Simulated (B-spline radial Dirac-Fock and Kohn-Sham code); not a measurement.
The M5 (3d5/2) hole of krypton ions: width and yield against charge

These are calculated numbers from a B-spline atomic structure program; the model is a relativistic independent-particle model: LDA orbitals of the hole state, radiative multipoles to third order, Auger rates from the Coulomb interaction with a continuum orbital, Dirac-Fock energies. Tabulated ground configurations, configuration averages; single configurations, so decays that open only by mixing (as 1s 2s² with 1s 2p² in Be-like ions) are missing and such tiny yields are far too low.

```
 ion      configuration  radiative (eV)  non-radiative (eV)     yield
  Kr  [Ar] 3d10 4s2 4p6        6.52e-06              0.0833  7.82e-05
 Kr⁺  [Ar] 3d10 4s2 4p5        6.14e-06              0.0739  8.30e-05
Kr²⁺  [Ar] 3d10 4s2 4p4        5.53e-06              0.0487  0.000114
Kr³⁺  [Ar] 3d10 4s2 4p3        4.67e-06              0.0362  0.000129
Kr⁴⁺  [Ar] 3d10 4s2 4p2        3.49e-06             0.00105   0.00331
Kr⁵⁺  [Ar] 3d10 4s2 4p1        1.96e-06                   0      1.00
```
